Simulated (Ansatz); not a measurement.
The first iterations of a band of CH₆B₂FN (11 atoms, charge 0, multiplicity 1).

Theory: RKS PBE-D4/def2-SVP in Ansatz 0.2.0.

| Quantity | Value |
| --- | --- |
| movable images | 7 |
| climbing image | yes |
| spring | 5.0 eV/Å² |
| optimiser | quadratic models (default) |
| start path | through a guess of the saddle point |
| force threshold | 0.5 eV/Å |
| iteration limit | 60 |
| end points | relaxed |

Initial state:

```xyz
11
Properties=species:S:1:pos:R:3
B -1.259 0.736 0.251
B 0.372 0.781 0.631
C 0.969 -0.145 -0.407
N 0.735 -1.452 -0.620
F 1.014 1.790 1.283
H -1.788 -0.194 -0.324
H -1.882 1.734 0.567
H -0.632 0.184 1.359
H 1.600 0.324 -1.186
H 0.118 -1.955 0.022
H 0.820 -1.859 -1.554
```

Final state:

```xyz
11
Properties=species:S:1:pos:R:3
B -1.260 0.737 0.250
B 0.371 0.781 0.630
C 0.970 -0.147 -0.405
N 0.734 -1.452 -0.621
F 1.012 1.792 1.279
H -1.791 -0.194 -0.323
H -1.882 1.734 0.569
H -0.632 0.184 1.359
H 1.606 0.322 -1.181
H 0.826 -1.859 -1.555
H 0.113 -1.956 0.017
```

| iteration | highest image above the first end (eV) | largest band force component (eV/Å) |
| --- | --- | --- |
| 1 | 256.868 | 1581.046 |
| 2 | 237.162 | 3623.625 |
| 3 | 102.963 | 670.157 |
| 4 | 88.353 | 480.235 |
| 5 | 77.093 | 412.346 |
| 6 | 56.556 | 270.747 |
| 7 | 35.746 | 143.126 |
| 8 | 23.452 | 83.553 |
| 9 | 21.213 | 81.955 |
| 10 | 15.703 | 36.265 |
| 11 | 11.203 | 22.675 |
| 12 | 7.643 | 9.656 |
| 13 | 5.535 | 4.210 |
| 14 | 4.657 | 3.694 |
| 15 | 4.033 | 2.787 |
| 16 | 3.629 | 2.270 |
| 17 | 3.152 | 1.976 |
| 18 | 3.593 | 2.569 |
| 19 | 3.654 | 1.890 |
| 20 | 3.605 | 2.285 |

Q: Does the band converge within its limit, and where does its top end?

A: The run ended unconverged. It ended after 60 iterations with the highest image 4.435 eV above the first end. The band didn't meet its force threshold, so its energies are provisional: the largest band force was still 4.79 eV/Å, and over the last iterations the top moved between 4.44 and 5.84 eV. Neighbouring images lie up to 3.9 Å apart, so the band is torn or far too coarse.

Time of the run: 8.3 min on 2 threads of AMD EPYC 7B13 (Zen 3) (shared host), peak memory 0.16 GiB.
